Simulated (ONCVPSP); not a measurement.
**Cutoff test, lutetium (Lu), ONCV**

* Element: lutetium (Lu)
* Generator: ONCVPSP 4.0.1
* Type: optimised norm-conserving Vanderbilt (ONCV)
* Functional: LDA (Perdew-Zunger)
* Relativity: scalar-relativistic
* Frozen core: [Kr] 4d10 4f14
* Valence charge: 11
* Reference configuration: 5s2 5p6 5d1 6s1.5 6p0.5
* Partial waves: 5s+6s: rc 2.98 bohr, ncon 4, nbas 7, qcut 4.4 1/bohr, 2 projectors; 5p+6p: rc 3.58 bohr, ncon 4, nbas 7, qcut 5.4 1/bohr, 2 projectors; 5d: rc 3.12 bohr, ncon 3, nbas 7, qcut 4.2 1/bohr, 2 projectors, debl 2.4 Ha
* Local potential: polynomial inside 2.00 bohr (lpopt 5, dvloc0 0 Ha)
* Core correction: Teter function, fcfact 1.5, rcfact 1.4

Question: For each optimised wave give the share of its norm inside rc, the residual kinetic energy above qcut (Ha) and the cutoffs (Ha) for errors of 10, 1, 0.1 and 0.01 mHa per electron.

Answer:

```tsv
wave	norm inside rc	residual KE	10 mHa	1 mHa	0.1 mHa	0.01 mHa
5s	0.999	1.1e-07	4.3	5.8	7.0	8.2
6s	0.358	4.4e-07	3.3	4.7	5.8	6.8
5p	0.999	1.6e-10	5.8	7.5	8.9	10.2
6p	0.211	1.8e-10	4.3	6.5	8.3	9.8
5d	0.682	9.2e-06	5.1	6.5	7.7	9.7
d projector 2	0.225	1.5e-03	7.2	9.8	25.7	46.5
```

The occupied waves need 7.5 Ha and 8.9 Ha for 1 and 0.1 mHa. Note: no bound ghost flagged; GHOST(+) flagged for d at 43.7 eV.
